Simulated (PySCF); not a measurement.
**Caesium: a sound run and one with changed settings**

Sound run: Cs [Xe] 6s1, Cs+ [Xe]. Computed with PySCF 2.14 in def2-TZVP with the def2 core potential (46 electrons), with scalar relativity through the core potential. The sound run starts from symmetry-adapted Hartree-Fock orbitals and uses a fine grid where one is needed.

Changed run: radial step 0.8 in ln r (0.13 in the sound run). This setting is unsound on purpose.

| species | method | sound run (hartree) | changed run (hartree) | converged |
| --- | --- | --- | --- | --- |
| Cs | UHF | -19.85520 | -19.85520 | yes |
| Cs | B3LYP | -20.14958 | -20.07526 | yes |
| Cs | PBE | -20.14714 | -20.02134 | yes |
| Cs+ | UHF | -19.72686 | -19.72686 | yes |
| Cs+ | B3LYP | -20.00235 | -19.93586 | yes |
| Cs+ | PBE | -20.00100 | -19.87448 | yes |

Ionisation energy of Cs:

| method | sound run (eV) | changed run (eV) |
| --- | --- | --- |
| UHF | 3.492 | 3.492 |
| B3LYP | 4.006 | 3.793 |
| PBE | 3.977 | 3.996 |

A coarse radial grid mis-integrates the density and the exchange-correlation energy, with errors of either sign; Hartree-Fock needs no grid.

For comparison, NIST gives 3.894 eV between the lowest levels.
